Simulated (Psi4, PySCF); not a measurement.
C3H10OSi (SMILES CCC[SiH2]O), singlet, geometry from GFN2-xTB, atoms displaced at random by about 0.08 Å a coordinate. Base run: PySCF with R2SCAN/6-31G, gradient.

Input for PySCF:
```python
from pyscf import gto, scf, dft

mol = gto.Mole()
mol.atom = '''
    Si    0.907897   -0.571769   -0.112661
    O     2.524424    0.001715   -0.343008
    C    -0.129706    0.929846    0.257674
    C    -1.645428    0.538573    0.669179
    C    -2.420277   -0.254079   -0.276110
    H     0.815202   -1.396235    1.005542
    H     0.710023   -1.418987   -1.387030
    H     2.899306    0.534765    0.215466
    H     0.213420    1.524847    0.925395
    H    -0.339938    1.511327   -0.743873
    H    -2.232451    1.409949    0.816066
    H    -1.472204   -0.072406    1.593586
    H    -3.376929   -0.459482    0.089001
    H    -1.929597   -1.370861   -0.590727
    H    -2.497152    0.341919   -1.186325
'''
mol.basis = '6-31g'
mol.charge = 0
mol.spin = 0
mol.verbose = 3
mol.build()

mf = dft.RKS(mol)
mf.xc = 'r2scan'
mf.kernel()
g = mf.nuc_grad_method()
grad = g.kernel()
```

Programs used: Psi4, PySCF; a row that names a program was run with it.

The coordinate followed is y of atom 15.

Each row names what was changed in the base input (with any setting that the change needs).

```
change                                                  dE/dx (Eh/bohr)  net force (Eh/bohr)
------------------------------------------------------  ---------------  -------------------
base                                                           0.006025             0.000200
conv_tol = 1e-4                                                0.006030             0.000202
finite difference step (bohr) = 0.01; conv_tol = 1e-11         0.006019                    -
finite difference step (bohr) = 1e-4; conv_tol = 1e-11         0.006020                    -
density fitting = on                                           0.006031             0.000200
conv_tol = 1e-11                                               0.006025             0.000200
finite difference step (bohr) = 1e-3; conv_tol = 1e-11         0.006020                    -
grid_response = on                                             0.006020             0.000000
grids.level = 0; grid_response = off                           0.005532             0.043930
finite difference step (bohr) = 0.2; conv_tol = 1e-11          0.005696                    -
code = psi4                                                    0.006018             0.000899
finite difference step (bohr) = 0.05; conv_tol = 1e-11         0.005999                    -
```

The net force is zero for an exact gradient.
